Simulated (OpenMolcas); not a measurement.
**Si²⁺: effect of the IPEA shift**

* Program: OpenMolcas 26.06
* Basis: ANO-RCC-VQZP [6s5p3d2f1g]
* Scalar Hamiltonian: DKH2, point nucleus
* Active space: 2 electrons in 9 orbitals (RAS2 3s 3p; RAS3 3d, at most 2 electrons)
* State averaging: 2S+1 = 3 even, 3 roots; 2S+1 = 1 even, 7 roots; 2S+1 = 3 odd, 3 roots; 2S+1 = 1 odd, 3 roots
* Spin-orbit coupling: RASSI with atomic mean-field integrals over the reference wave functions, term energies averaged over their components

Methods on the same reference wave functions:
A. RASSCF
B. MS-RASPT2, IPEA 0 Eh, imaginary shift 0.1 Eh (closed shells correlated: 2s 2p)
C. MS-RASPT2, IPEA 0.25 Eh, imaginary shift 0.1 Eh (closed shells correlated: 2s 2p)

Energies in eV above 3s² ¹S₀, the measured ground level; measured values from NIST levels in Kelleher and Podobedova, J. Phys. Chem. Ref. Data 37, 1285 (2008).

```tsv
Level	A	B	C	Measured
3s² ¹S₀	0.0000	0.0000	0.0000	0.0000
3s 3p ³P°₀	6.2719	6.445	6.444	6.5370
3s 3p ³P°₁	6.2853	6.458	6.458	6.5530
3s 3p ³P°₂	6.3124	6.485	6.485	6.5854
3s 3p ¹P°₁	10.3647	10.297	10.301	10.2764
3p² ¹D₂	14.8768	15.064	15.065	15.1527
```

Deviations, from unrounded energies. A percentage is the sum of absolute deviations over the sum of measured energies, with the sign that they share, or ± where signs differ.

```json
{"Against measurement": "mean absolute deviation (cm-1)", "Levels": "5", "A": "1900", "B": "640", "C": "650"}
{"Against measurement": "other configurations (%)", "Levels": "5", "A": "±2.6", "B": "±0.9", "C": "±0.9"}
```

B, C lie about equally close to measurement and A furthest from it. The largest miss of B in the table is 3s 3p ³P°₂, by -810 cm-1. The ranking rests on the paired levels alone, and a cruder setting can come out closer through cancelling errors.

Between B and C the level of the table that moves most is 3s 3p ¹P°₁, by 36 cm-1 (lowest in B, highest in C). Moves below CASPT2's spread within the term are not significant.

The lowest spin-free term lies below A's lowest term by 0.059 hartree in B, 0.059 hartree in C.

CASPT2 breaks the degeneracy within a term, and the mean is taken; among the terms shown or strongly mixed into the levels shown the widest spread is 11 cm-1 (3p² ¹D, C). Configurations are named by rounded mean occupations; where the s occupation lies near a half they are strongly mixed, a name can repeat and a true partner stay unpaired. Active for correlation alone: 3d; no level in the range computed is led by a configuration that fills it, so any true level of that kind is missing. Some terms mix strongly with configurations of 3d, whose occupation reaches 0.32 (3p² ¹D). Computed and measured levels are paired by configuration, term and J; levels that our copy of the source lacks, or whose pairing is in doubt (as where it misses far off the trend of its configuration), stay unpaired and out of the deviations. Only configurations of the active space appear. The table leaves out levels that lie high or whose names do not pair safely across all columns.

° marks odd parity.
